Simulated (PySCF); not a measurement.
C₂H₈O₂Si, SMILES O([SiH2]CO)C. Geometry optimised at PBE-D3(BJ)/def2-SVP. The values are those of a single conformer.

Computed equilibrium geometry at PBE-D3(BJ)/def2-SVP (PySCF confirms it by a frequency run) as a Z-matrix (one conformer of several):
```
Si
O 1 1.6825
C 2 1.4129 1 123.73
H 3 1.1097 2 108.74 1 176.51
H 3 1.1154 4 107.80 2 -121.88
H 3 1.1155 4 107.83 5 -116.10
H 1 1.5080 2 110.94 3 -54.87
H 1 1.5145 7 107.78 2 -121.80
C 1 1.8980 7 110.75 8 -117.09
H 9 1.1102 1 110.13 7 -52.63
H 9 1.1174 10 105.98 1 121.09
O 9 1.4316 10 106.94 11 121.10
H 12 0.9753 9 107.09 10 -175.50
```
Charge 0, spin multiplicity 1.
